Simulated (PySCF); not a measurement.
HO2 (SMILES [O]O), doublet, at a GFN2-xTB geometry; CCSD(T)/6-31G** in PySCF.

The PySCF input:
```python
from pyscf import gto, scf, cc

mol = gto.M(
    atom='''
O     0.06734955    0.70545160   -0.04079075
O     0.02832837   -0.59600105   -0.02035813
H    -0.76542330   -0.87560443    0.48919096
''',
    basis='6-31g**',
    spin=1,
    verbose=4,
)

mf = scf.UHF(mol)
mf.kernel()

mycc = cc.CCSD(mf, frozen=2)
mycc.kernel()
et = mycc.ccsd_t()
print('E(CCSD(T)) = %.10f' % (mycc.e_tot + et))
```

Output, abridged:

```
PySCF version 2.14.0

[INPUT] verbose = 4
[INPUT] num. atoms = 3
[INPUT] num. electrons = 17
[INPUT] charge = 0
[INPUT] spin (= nelec alpha-beta = 2S) = 1
[INPUT] symmetry False subgroup None
[INPUT] Mole.unit = angstrom
[INPUT] Symbol           X                Y                Z      unit          X                Y                Z       unit  Magmom
[INPUT]  1 O      0.067349550000   0.705451600000  -0.040790750000 AA    0.127272204113   1.333110318136  -0.077083345916 Bohr   0.0
[INPUT]  2 O      0.028328370000  -0.596001050000  -0.020358130000 AA    0.053532860855  -1.126278754453  -0.038471290108 Bohr   0.0
[INPUT]  3 H     -0.765423300000  -0.875604430000   0.489190960000 AA   -1.446440406361  -1.654652566156   0.924436937013 Bohr   0.0

nuclear repulsion = 32.5822320066434
number of shells = 15
number of NR pGTOs = 61
number of NR cGTOs = 33
basis = 6-31g**
ecp = {}

******** <class 'pyscf.scf.uhf.UHF'> ********
method = UHF
initial guess = minao
damping factor = 0
level_shift factor = 0
DIIS = <class 'pyscf.scf.diis.CDIIS'>
diis_start_cycle = 1
diis_space = 8
diis_damp = 0
SCF conv_tol = 1e-09
SCF conv_tol_grad = None
SCF max_cycles = 50
direct_scf = True
direct_scf_tol = 1e-13
number electrons alpha = 9  beta = 8
Set gradient conv threshold to 3.16228e-05
init E= -150.103203344763

cycle= 1 E= -150.108923222199  delta_E= -0.00572  |g|= 0.31  |ddm|= 1.29
cycle= 2 E= -150.148946974649  delta_E= -0.04  |g|= 0.207  |ddm|= 0.298
cycle= 3 E= -150.164066781094  delta_E= -0.0151  |g|= 0.0528  |ddm|= 0.122
cycle= 4 E= -150.168292660237  delta_E= -0.00423  |g|= 0.0364  |ddm|= 0.0625
cycle= 5 E= -150.171006555373  delta_E= -0.00271  |g|= 0.0221  |ddm|= 0.0596
cycle= 6 E= -150.172883168366  delta_E= -0.00188  |g|= 0.00837  |ddm|= 0.0764
cycle= 7 E= -150.173103055071  delta_E= -0.00022  |g|= 0.003  |ddm|= 0.0291
cycle= 8 E= -150.173117521465  delta_E= -1.45e-05  |g|= 0.00175  |ddm|= 0.00535
cycle= 9 E= -150.17312446559  delta_E= -6.94e-06  |g|= 0.000927  |ddm|= 0.00455
cycle= 10 E= -150.173126933516  delta_E= -2.47e-06  |g|= 0.000314  |ddm|= 0.00344
cycle= 11 E= -150.173127172324  delta_E= -2.39e-07  |g|= 0.000126  |ddm|= 0.00123
cycle= 12 E= -150.173127192508  delta_E= -2.02e-08  |g|= 7.35e-05  |ddm|= 0.000342
cycle= 13 E= -150.173127199924  delta_E= -7.42e-09  |g|= 2.89e-05  |ddm|= 0.000183
cycle= 14 E= -150.173127201735  delta_E= -1.81e-09  |g|= 9.83e-06  |ddm|= 8.97e-05
cycle= 15 E= -150.173127201964  delta_E= -2.29e-10  |g|= 2.72e-06  |ddm|= 3.62e-05
Extra cycle  E= -150.173127201972  delta_E= -8.67e-12  |g|= 1.64e-06  |ddm|= 3.64e-06
converged SCF energy = -150.173127201972  <S^2> = 0.75941845  2S+1 = 2.0093964

******** <class 'pyscf.cc.uccsd.UCCSD'> ********
CC2 = 0
CCSD nocc = (np.int64(7), np.int64(6)), nmo = (31, 31)
frozen orbitals 2
max_cycle = 50
direct = 0
conv_tol = 1e-07
conv_tol_normt = 1e-06
diis_space = 6
diis_start_cycle = 0
diis_start_energy_diff = 1e+09
Init t2, MP2 energy = -0.328891210812798
Init E_corr(UCCSD) = -0.328891210815159
cycle = 1  E_corr(UCCSD) = -0.333114069801024  dE = -0.00422285899  norm(t1,t2) = 0.0814862
cycle = 2  E_corr(UCCSD) = -0.343027546999274  dE = -0.0099134772  norm(t1,t2) = 0.0285854
cycle = 3  E_corr(UCCSD) = -0.344443091243225  dE = -0.00141554424  norm(t1,t2) = 0.0236365
cycle = 4  E_corr(UCCSD) = -0.348502520957156  dE = -0.00405942971  norm(t1,t2) = 0.0153108
cycle = 5  E_corr(UCCSD) = -0.348228767539077  dE = 0.000273753418  norm(t1,t2) = 0.00515984
cycle = 6  E_corr(UCCSD) = -0.348165046039596  dE = 6.37214995e-05  norm(t1,t2) = 0.000973993
cycle = 7  E_corr(UCCSD) = -0.348213345029396  dE = -4.82989898e-05  norm(t1,t2) = 0.000365841
cycle = 8  E_corr(UCCSD) = -0.348206659784188  dE = 6.68524521e-06  norm(t1,t2) = 0.000114289
cycle = 9  E_corr(UCCSD) = -0.34820483657528  dE = 1.82320891e-06  norm(t1,t2) = 5.29212e-05
cycle = 10  E_corr(UCCSD) = -0.348204739316616  dE = 9.72586633e-08  norm(t1,t2) = 1.71388e-05
cycle = 11  E_corr(UCCSD) = -0.348205033006662  dE = -2.93690045e-07  norm(t1,t2) = 6.98657e-06
cycle = 12  E_corr(UCCSD) = -0.348204992629958  dE = 4.03767044e-08  norm(t1,t2) = 3.192e-06
cycle = 13  E_corr(UCCSD) = -0.34820483080118  dE = 1.61828778e-07  norm(t1,t2) = 1.43019e-06
cycle = 14  E_corr(UCCSD) = -0.34820476998183  dE = 6.08193501e-08  norm(t1,t2) = 4.11385e-07
UCCSD converged
E(UCCSD) = -150.5213319719543  E_corr = -0.3482047699818296
UCCSD(T) correction = -0.00807863682577676
E(CCSD(T)) = -150.5294106088
```
